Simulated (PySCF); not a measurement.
C6H8F2 (charge +1 and doublet state).
Z-matrix (Å and degrees, GFN2-xTB geometry), rows numbered from 1:
```
C 
C   1  1.3266
C   2  1.4904  1  138.83
C   3  1.5328  2   91.29  1  -164.74
C   4  1.5284  3   87.65  2   -10.61
F   5  1.3457  2  116.86  1    42.93
C   5  1.5622  2  108.48  1   -79.20
F   7  1.3454  5  110.02  2   -56.52
H   1  1.0815  2  122.83  3  -170.24
H   1  1.0827  2  121.58  3    12.86
H   3  1.0927  2  115.08  1    75.82
H   3  1.0961  2  111.61  1   -47.21
H   4  1.0888  3  116.25  2  -129.58
H   4  1.0902  3  114.84  2   102.17
H   7  1.0992  5  106.62  2  -174.39
H   7  1.0949  5  110.75  2    64.28
```

The hyperfine couplings belong to this conformer and change with its torsions.

The species is `[CH2+][C]1CC[C@]1(CF)F` [radical] (charge +1).

Computed, not measured: UKS B3LYP, pcH-1 on C F H, non-relativistic, mean-field spin-orbit, GIAO in PySCF. Isolated species at its GFN2-xTB geometry (one conformer only). Couplings are sensitive to structure, and on GFN2-xTB geometries they can be far from those on DFT ones, by a factor of two or more for some ions and for spin on atoms past the first row. The frame is twisted about the C1–C2 bond at this geometry (dihedral H10–C1–C2–C3 = 13°); couplings at other torsion angles weren't computed. The SCF solution wasn't tested for stability.

(1) The isotropic 19F couplings are +18.8, +12.6 MHz. Assign them to F6; F8.

Results:

(1) 
| site | a_iso (MHz) | ρ(0) (bohr⁻³) | position | distance from C1 (Å) | bound to | spin population there | largest \|T\| (MHz) |
| --- | --- | --- | --- | --- | --- | --- | --- |
| F6 | +12.6 | +0.0030 | 3 bonds from C1 | 3.13 | C5 | +0.05 | 104.0 |
| F8 | +18.8 | +0.0045 | 4 bonds from C1 | 3.70 | C7 | +0.08 | 108.3 |

ρ(0) is the spin density at the nucleus and T the dipolar tensor. Largest spin populations (Mulliken): C1 (+0.45), C2 (+0.24), C7 (+0.08) and H12 (+0.07).

H9 and H10 aren't averaged: C1 is flat or nearly so (angle sum 360°), and its turn about the short C1–C2 bond (1.33 Å) is taken as slow.

The SMILES `[CH2+][C]1CC[C@@]1(F)CF` draws the unpaired electron on C2, whose computed spin population is only +0.24.

The run took 81 s (grids of density and orbitals included) on Arm Neoverse V2, one thread, shared host with 96 logical CPUs at a one-minute load of 60, and the process peaked at 0.98 GiB of memory.
